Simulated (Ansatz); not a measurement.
Abridged output of a molecular run in Ansatz:

```
Functional definition: HF
2347 factors; integrals over basis functions are off by at most 1.5e-3 eV
mean field evaluation 1: about -9577.8794 eV, gradient 4.5e1 eV
mean field evaluation 2: about -9577.8893 eV, gradient 4.5e1 eV
mean field evaluation 4: about -9584.0961 eV, gradient 5.0e0 eV
mean field evaluation 8: about -9584.1766 eV, gradient 1.2e-4 eV
mean field -9584.17658271 eV, -352.2119930265 hartree, gradient 2.8e-6 eV, S^2 0.000000; 0 other end points of the search recorded, 0 dependent functions left out
9 core orbitals not correlated: weight in the atoms' cores, before any rotation towards them, 1.000 or more for the frozen orbitals, at most 0.000 for the correlated occupied ones
reference -9584.17658271 eV, -352.2119930265 hartree; 28, 28 occupied and 189, 189 virtual orbitals, 2347 factors
second order -35.84284681 eV of doubles, -0.00000000 eV of singles
cycle   1  -38.03176263 eV  change    -2.2e0 eV  update   1.1e-1
cycle   2  -39.00346729 eV  change   -9.7e-1 eV  update   3.3e-2
cycle   3  -39.12480177 eV  change   -1.2e-1 eV  update   1.0e-2
cycle   4  -39.12947047 eV  change   -4.7e-3 eV  update   2.7e-3
cycle   5  -39.13139771 eV  change   -1.9e-3 eV  update   7.3e-4
cycle   6  -39.13162516 eV  change   -2.3e-4 eV  update   1.9e-4
cycle   7  -39.13165589 eV  change   -3.1e-5 eV  update   4.8e-5
perturbative correction -1.20746207 eV, -0.0443734125 hartree
Total energy: -9624.51570067 eV, -353.6944282687 hartree
```

Its atoms:

```xyz
29

C     0.5965    0.1219    2.3485
C    -0.8393    0.1763    1.8471
C    -1.6381    1.2059    2.6324
C    -0.9337    0.4580    0.3488
C    -0.2703   -0.5943   -0.5538
C    -1.2125   -1.0218   -1.6730
C     1.1061   -0.1355   -1.0727
C     1.9510   -1.3079   -1.5506
C     1.0110    0.9299   -2.1570
H     1.1800   -0.6505    1.8426
H     1.0996    1.0812    2.1875
H     0.6264   -0.0915    3.4203
H    -1.2930   -0.8094    2.0216
H    -1.2239    2.2089    2.4866
H    -2.6831    1.2290    2.3122
H    -1.6184    0.9929    3.7044
H    -0.5032    1.4480    0.1512
H    -1.9952    0.5423    0.0911
H    -0.0849   -1.4829    0.0646
H    -0.7567   -1.7573   -2.3402
H    -1.5245   -0.1669   -2.2787
H    -2.1166   -1.4723   -1.2557
H     1.6260    0.3136   -0.2184
H     1.4988   -1.8014   -2.4156
H     2.0709   -2.0579   -0.7639
H     2.9480   -0.9757   -1.8515
H     0.5998    0.5189   -3.0829
H     2.0011    1.3299   -2.3893
H     0.3785    1.7687   -1.8554
```

Q: Which basis set was used?
A. def2-TZVPPD
B. def2-SVPD
C. cc-pV(T+d)Z
D. def2-SVP

A: D. It gives 226 functions.

Q: Write the keys of the input that set method, charge and spin (a neutral closed shell needs none for the last two).

A: 
```yaml
correlation: {method: ccsd_t}
```
